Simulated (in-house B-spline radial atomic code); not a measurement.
Ionising Tb II (Tb+) with different functionals

Computed with an all-electron radial atomic-structure program (B-spline basis): scalar-relativistic (spin-free X2C) Hamiltonian, Fermi nucleus of rms radius 5.06 fm, spin-polarised at highest spin, spherical fractional occupations for the functionals, and exact exchange of hybrids averaged over the configuration. The ionisation energy is the difference of two self-consistent energies, [Xe] 4f9 6s1 → [Xe] 4f9, without Breit or QED terms; ε is the level of the shell that loses the electron (its least bound occupied spin orbital). There is no spin-orbit coupling in this Hamiltonian.

```tsv
method	rung	ΔSCF (eV)	-ε(6s) (eV)
PBE0	global hybrid	11.55	9.62
B3LYP	global hybrid	?	?
TPSSh	global hybrid	11.39	9.18
BHandHLYP	global hybrid	11.46	10.07
r2SCAN0	global hybrid	11.44	9.75
B97-1	global hybrid	11.31	9.26
HSE06	range-separated hybrid	?	?
wB97X	range-separated hybrid	11.10	11.08
CAM-B3LYP	range-separated hybrid	11.70	10.63
LC-wPBE	range-separated hybrid	11.32	11.40
```

Task: What does B3LYP give?

Result: ΔSCF 11.79 eV, and -ε(6s) = 9.61 eV.

Task: What does HSE06 give?

Result: ΔSCF 11.58 eV, and -ε(6s) = 9.32 eV.

Task: Among the functionals, which spreads more, the ΔSCF values or the orbital energies?

Result: The orbital energies: ΔSCF values span about 0.69 eV and the orbital energies 2.22 eV.

Task: How do they compare with the NIST value?

Result: NIST lists 11.51 eV ± 0.02 (semi-empirical, ground level to ground level). Errors run from -0.41 to +0.28 eV; PBE0 is closest (+0.04 eV), but part of that can be cancellation, since the calculations leave out spin-orbit coupling, Breit-QED terms, multiplet and fine-structure energies.
